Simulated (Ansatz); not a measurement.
# BeO: state-averaged CASSCF

Computed with Ansatz's Gaussian-basis code (development build). State-averaged CASSCF with equal weights; occupations are averaged over the states; levels count from the state that is lowest in CASSCF. No symmetry is imposed, so a solution can break that of the shape. The lowest solution met needn't be the lowest there is, nor hold the orbitals that a chemist would pick. The average may hold one member of a degenerate pair alone.

Geometry: bond length 1.3385 Å.

Basis cc-pVDZ, nonrelativistic, 2 orbitals frozen in the corrections; active space CAS(8,8). Averaged: 2 singlets.

CASSCF levels: singlet 0.00, singlet 1.10 eV.

**Question.** How does SC-NEVPT2 move them?

**Answer.** singlet 0.00, singlet 1.18 eV, in the same order of listing. The lowest state stays.
